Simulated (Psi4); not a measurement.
C4H6O4Zn, charge -1, doublet, at the geometry of the source list (a state made from the parent by changing its charge; the spin is typed, not shown lowest) (a gas-phase anion, which may not be bound at this level); PBE/STO-3G (Psi4 1.11).

Input for Psi4:
```
memory 2 GB

molecule mol {
-1 2
  Zn   -0.012400   -0.002900   -0.002600
  C     0.104800    2.309700   -2.958300
  C     0.057700    1.376700   -1.783800
  O    -0.470400    0.245400   -1.894300
  O     0.536300    1.733300   -0.679100
  H     0.975600    2.952700   -2.878900
  H     0.116100    1.738800   -3.881200
  H    -0.791100    2.927100   -2.935700
  C    -0.079500   -2.303800    2.963600
  C    -0.059200   -1.377100    1.783500
  O    -1.010500   -0.586200    1.582700
  O     0.907900   -1.401000    0.982900
  H     0.937200   -2.512600    3.281300
  H    -0.663500   -1.864800    3.766100
  H    -0.549000   -3.235500    2.653800
}

set basis sto-3g
set reference uks
set damping_percentage 50

energy('pbe')
print_variables()
```

Problem. What does Psi4 print? Leave out banner, timings and long lists.

Solution. 
```
   => Loading Basis Set <=

    Name: STO-3G
    Role: ORBITAL
    Keyword: BASIS

         ---------------------------------------------------------
                                   SCF
               by Justin Turney, Rob Parrish, Andy Simmonett
                          and Daniel G. A. Smith
                              UKS Reference
         ---------------------------------------------------------

  ==> Geometry <==

    Molecular point group: c1
    Full point group: C1

    Geometry (in Angstrom), charge = -1, multiplicity = 2:

       Center              X                  Y                   Z               Mass
    ------------   -----------------  -----------------  -----------------  -----------------
         ZN          -0.006526941577    -0.001528201184    -0.001360501676    63.929142010000
         C            0.110673058423     2.311071798816    -2.957060501676    12.000000000000
         C            0.063573058423     1.378071798816    -1.782560501676    12.000000000000
         O           -0.464526941577     0.246771798816    -1.893060501676    15.994914619570
         O            0.542173058423     1.734671798816    -0.677860501676    15.994914619570
         H            0.981473058423     2.954071798816    -2.877660501676     1.007825032230
         H            0.121973058423     1.740171798816    -3.879960501676     1.007825032230
         H           -0.785226941577     2.928471798816    -2.934460501676     1.007825032230
         C           -0.073626941577    -2.302428201184     2.964839498324    12.000000000000
         C           -0.053326941577    -1.375728201184     1.784739498324    12.000000000000
         O           -1.004626941577    -0.584828201184     1.583939498324    15.994914619570
         O            0.913773058423    -1.399628201184     0.984139498324    15.994914619570
         H            0.943073058423    -2.511228201184     3.282539498324     1.007825032230
         H           -0.657626941577    -1.863428201184     3.767339498324     1.007825032230
         H           -0.543126941577    -3.234128201184     2.655039498324     1.007825032230

  Running in c1 symmetry.

  Rotational constants: A =      0.20655  B =      0.02184  C =      0.02184 [cm^-1]
  Rotational constants: A =   6192.27773  B =    654.77902  C =    654.65756 [MHz]
  Nuclear repulsion =  753.193754945433398

  Charge       = -1
  Multiplicity = 2
  Electrons    = 93
  Nalpha       = 47
  Nbeta        = 46

  ==> Algorithm <==

  SCF Algorithm Type is DF.
  DIIS enabled.
  MOM disabled.
  Fractional occupation disabled.
  Guess Type is SAD.
  Energy threshold   = 1.00e-06
  Density threshold  = 1.00e-06
  Integral threshold = 1.00e-12

  ==> Primary Basis <==

  Basis Set: STO-3G
    Blend: STO-3G
    Number of shells: 38
    Number of basis functions: 64
    Number of Cartesian functions: 65
    Spherical Harmonics?: true
    Max angular momentum: 2

  ==> DFT Potential <==

   => LibXC <=

    Version 7.1.2
    S. Lehtola, C. Steigemann, M. J. T. Oliveira, and M. A. L. Marques,  SoftwareX 7, 1–5 (2018) (10.1016/j.softx.2017.11.002)

   => Composite Functional: PBE <=

    PBE GGA Exchange-Correlation Functional

    J.P. Perdew et. al., Phys. Rev. Lett., 77(18), 3865-3868, 1996

    Deriv               =              1
    GGA                 =           TRUE
    Meta                =          FALSE

    Exchange Hybrid     =          FALSE
    MP2 Hybrid          =          FALSE

   => Exchange Functionals <=

    1.0000     XC_GGA_X_PBE

   => Correlation Functionals <=

    1.0000     XC_GGA_C_PBE

   => LibXC Density Thresholds  <==

    XC_GGA_C_PBE:  1.00E-12
    XC_GGA_X_PBE:  1.00E-15

   => Molecular Quadrature <=

    Radial Scheme          =       TREUTLER
    Pruning Scheme         =           NONE
    Nuclear Scheme         =       TREUTLER

    Blocking Scheme        =         OCTREE
    BS radius alpha        =              1
    Pruning alpha          =              1
    Radial Points          =             75
    Spherical Points       =            302
    Total Points           =         315976
    Total Blocks           =           2392
    Max Points             =            256
    Max Functions          =             58
    Weights Tolerance      =       1.00E-15

   => Loading Basis Set <=

    Name: (STO-3G AUX)
    Role: JKFIT
    Keyword: DF_BASIS_SCF

  ==> Integral Setup <==

  SCF_SUBTYPE=INCORE selected. In-core MEM_DF algorithm will be used.
  Using in-core AOs.

  ==> MemDFJK: Density-Fitted J/K Matrices <==

    J tasked:                   Yes
    K tasked:                    No
    wK tasked:                   No
    Algorithm:                 Core
    Schwarz Cutoff:           1E-12
    Mask sparsity (%):       5.5664
    Fitting Condition:        1E-10

   => Auxiliary Basis Set <=

  Basis Set: (STO-3G AUX)
    Blend: DEF2-UNIVERSAL-JKFIT
    Number of shells: 294
    Number of basis functions: 980
    Number of Cartesian functions: 1225
    Spherical Harmonics?: true
    Max angular momentum: 6

  Minimum eigenvalue in the overlap matrix is 2.1256908515E-01.
  Reciprocal condition number of the overlap matrix is 8.8835061597E-02.
    Using symmetric orthogonalization.

  ==> Pre-Iterations <==

  SCF Guess: Superposition of Atomic Densities via on-the-fly atomic UHF (no occupation information).

   -------------------------
    Irrep   Nso     Nmo
   -------------------------
     A         64      64
   -------------------------
    Total      64      64
   -------------------------

  ==> Iterations <==

                           Total Energy        Delta E     RMS |[F,P]|

   @DF-UKS iter SAD: -2205.52533221227031   -2.20553e+03   0.00000e+00
   @DF-UKS iter   1: -2206.53065202815606   -1.00532e+00   1.81368e-02 DIIS/ADIIS
   @DF-UKS iter   2: -2155.05661920017110    5.14740e+01   1.03382e-01 ADIIS/DAMP=50%
   @DF-UKS iter   3: -2156.67075237042036   -1.61413e+00   5.60512e-02 DIIS/ADIIS/DAMP=50%
   @DF-UKS iter   4: -2138.42649825469971    1.82443e+01   1.51110e-02 DIIS/ADIIS/DAMP=50%
   @DF-UKS iter   5: -2222.98901431247623   -8.45625e+01   6.40874e-02 DIIS/ADIIS/DAMP=50%
   @DF-UKS iter   6: -2181.38117242790122    4.16078e+01   4.36976e-02 DIIS/ADIIS/DAMP=50%
   @DF-UKS iter   7: -2156.38064739404035    2.50005e+01   2.15209e-02 DIIS/ADIIS/DAMP=50%
   @DF-UKS iter   8: -2234.49771144121451   -7.81171e+01   5.35639e-02 DIIS/ADIIS/DAMP=50%
   @DF-UKS iter   9: -2182.11004839232237    5.23877e+01   1.94198e-02 DIIS/ADIIS/DAMP=50%

Traceback (most recent call last):
  File "psi4", line 375, in <module>
  File "<string>", line 37, in <module>
  File "site-packages/psi4/driver/driver.py", line 533, in energy
  File "site-packages/psi4/driver/procrouting/proc.py", line 2760, in run_scf
  File "site-packages/psi4/driver/procrouting/proc.py", line 2047, in scf_helper
  File "site-packages/psi4/driver/procrouting/scf_proc/scf_iterator.py", line 86, in scf_compute_energy
  File "site-packages/psi4/driver/procrouting/scf_proc/scf_iterator.py", line 501, in scf_iterate
  File "site-packages/psi4/driver/procrouting/scf_proc/subclass_methods.py", line 121, in _UHF_diis
  File "site-packages/psi4/driver/procrouting/diis.py", line 409, in extrapolate
  File "site-packages/psi4/driver/procrouting/diis.py", line 290, in adiis_coefficients

Exception: ADIIS minimization failed. File a bug, and include your entire input and output files.

Printing out the relevant lines from the Psithon --> Python processed input file:
    ""","mol")
    core.IO.set_default_namespace("mol")
    core.set_global_option("BASIS", "sto-3g")
    core.set_global_option("REFERENCE", "uks")
    core.set_global_option("DAMPING_PERCENTAGE", 50)
--> energy('pbe')
    print_variables()

!----------------------------------------------------------------------------------!
!                                                                                  !
!  ADIIS minimization failed. File a bug, and include your entire input and output !
!     files.                                                                       !
!                                                                                  !
!----------------------------------------------------------------------------------!
```

The program stopped with an error.
